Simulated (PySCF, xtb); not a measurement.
Cl6GeSi, SMILES Cl[Si](Cl)(Cl)[Ge]([Cl])([Cl])[Cl].

GFN2-xTB (xtb) at its own geometry gives an orbital gap of 4.84 eV and a dipole moment of 2.86 D.

Geometry: r2SCAN-D4/def2-SVP. This is a generated structure with no PubChem entry under its InChIKey; it may be hypothetical. Other conformers were not sampled.

What does B3LYP/def2-SVP run with PySCF give? (An estimate is asked for; the answer gives what the named calculation found.)

gap 6.41 eV (levels -8.44 and -2.03 eV), dipole 1.28 D.
